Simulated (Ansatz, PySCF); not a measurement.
This Ansatz (a first-principles code) input computes a PBE/def2-TZVPD energy:

Ansatz 0.2 input:
```yaml
crystal:
  periodic: [false, false, false]
  atoms:
    - {symbol: O, position_ang: [-0.64918807, -1.24168714, -0.00638428]}
    - {symbol: S, position_ang: [0.06942861, 0.10131773, 0.00101622]}
    - {symbol: O, position_ang: [-0.74495094, 1.24603897, -0.03561977]}
    - {symbol: O, position_ang: [1.45969141, -0.05827825, 0.04454817]}
    - {symbol: H, position_ang: [-1.63527688, -1.18967227, -0.03661258]}
basis:
  gaussian:
    orbitals: def2-TZVPD
hamiltonian:
  xc: {name: PBE}
total_charge: 1
output: {forces: true}
```

**Question.** Write an input for the same energy in PySCF and say what it gives.

**Answer.** 
```python
from pyscf import gto, scf, dft

mol = gto.M(
    atom='''
    O    -0.64918807   -1.24168714   -0.00638428
    S     0.06942861    0.10131773    0.00101622
    O    -0.74495094    1.24603897   -0.03561977
    O     1.45969141   -0.05827825    0.04454817
    H    -1.63527688   -1.18967227   -0.03661258
    ''',
    basis='def2-tzvpd',
    charge=1,
    spin=0,
    verbose=4,
)

mf = dft.RKS(mol, xc='pbe').density_fit(auxbasis='def2-universal-jkfit')
mf.grids.level = 3
mf.conv_tol = 1e-9
mf.max_cycle = 100
mf.max_memory = 1500
mf.kernel()
if not mf.converged:
    mf = mf.newton()
    mf.kernel(mf.make_rdm1())
mf.analyze()
```
It gives -623.80144 Eh, and Ansatz -623.80138 Eh, a difference of 0.06 mEh, from the treatment of integrals and grids.

It need not be the lowest isomer of its formula.
